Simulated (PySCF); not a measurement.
# InH₃ + 3 F₂ → InF₃ + 3 HF

Level: PBE0 in the def2-TZVP basis family, computed in PySCF with density fitting; scalar-relativistic core potentials for atoms from Rb on, none lighter, no spin–orbit coupling; open shells unrestricted.

```tsv
species	state and structure	ZPE (kJ/mol)	H(298 K) − H(0) (kJ/mol)	S° (J/(mol K))
InH₃	singlet, D3h, In–H 1.724 Å (×3)	43.6	11.1	229.1
F₂	singlet, D∞h, F–F 1.376 Å	6.6	8.7	201.9
InF₃	singlet, D3h, In–F 1.919 Å (×3)	13.6	16.4	309.3
HF	singlet, C∞v, H–F 0.920 Å	24.9	8.7	173.6
```

Problem. Is the gas-phase reaction uphill or downhill in electronic energy at this level, and by how much?

Solution. At PBE0/def2-TZVP, ΔE = -1720.8 kJ/mol, downhill. 

Problem. Add zero-point, thermal and entropy terms for 298.15 K and 1 bar.

Solution. ΔZPE = 24.9 and Δ[H(298) − H(0)] = 5.3 kJ/mol give ΔH° = -1690.6 kJ/mol. ΔS° = -4.7 J/(mol K), so ΔG° = -1690.6 − 298.15 × (-0.0047) = -1689 kJ/mol.

The structures come from searches over a few start shapes, so lower isomers are not excluded.
